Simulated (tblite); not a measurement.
Species: C5H7NO2S.
SMILES with atom numbers: `[CH2:1]=[CH:2][CH2:3][S:4](=[O:5])(=[O:6])[CH2:7][C:8]#[N:9]` (hydrogens: H10, H11 on C1; H12 on C2; H13, H14 on C3; H15, H16 on C7)

Computed with GFN2-xTB (tblite), gas phase: nudged elastic band of 9 images (0 to 8), spring 0.2 eV/Å², climbing image at the end, force threshold 0.05 eV/Å. The top image wasn't refined or checked by frequencies; at this threshold it can lie a kcal/mol or more above the true saddle point of the method.

The band describes a rotation about C3–S4 (sp3 carbon bound to sulfur, sulfonyl sulfur), followed by the dihedral C2–C3–S4–C7, from the optimised start (-59°) to a second optimised geometry at 73°.

**Question.** Give the energy profile along the converged band.

**Answer.** 
```
image  dihedral (°)  E (eV)  C3–S4 (Å)  C2···C7 (Å)  largest true force (eV/Å)
    0           -59   0.000      1.830         3.20                       0.01
    1           -43   0.025      1.832         3.05                       0.03
    2           -26   0.078      1.838         2.98                       0.05
    3            -9   0.130      1.843         2.97                       0.05
    4             8   0.154      1.845         3.00                       0.05
    5            25   0.142      1.843         3.05                       0.04
    6            42   0.114      1.840         3.16                       0.04
    7            58   0.105      1.837         3.32                       0.05
    8            73   0.078      1.837         3.44                       0.01
```

Barriers of this band. The top is image 4 at 8°: 0.154 eV forward and 0.076 eV back; the end lies 0.078 eV above the start. The central bond is 0.015 Å longer at the top than at the start.

Other torsions move too; by image: C1–C2–C3–S4 (110, 112, 111, 108, 107, 103, 98, 98, 79°).

**Question.** What rate follows at 200 K for crossing this barrier forward?

**Answer.** Taking the electronic barrier for the free energy of activation (no zero-point or entropy terms, transmission 1), rate = (kT/h)·exp(−ΔE/kT) ≈ 6 × 10^8 s⁻¹, whose inverse is 2 × 10^-9 s. An error of 1 kcal/mol in the barrier changes this by a factor of 12, and the method and the loose band can each miss by that much or more.

**Question.** How would the two end points share their population at 200 K, from these energies alone?

**Answer.** exp(−ΔE/kT) with ΔE = 0.078 eV gives 0.011 for the higher one (end) against 1 for the lower, without vibrational, rotational or degeneracy terms.

**Question.** How long is the path, and how are the images spaced?

**Answer.** Cartesian distances between aligned neighbours (all atoms, Å): 0.96, 0.93, 0.94, 0.96, 0.96, 0.94, 0.99, 0.93; the sum is 7.62 Å, and the top lies 50 % of the way along.

The cost below is that of the whole band run. Hardware: Arm Neoverse V2, one thread, shared host with 96 logical CPUs at a one-minute load of 27. Cost: 5.0 s wall, 0.19 GiB resident at most.
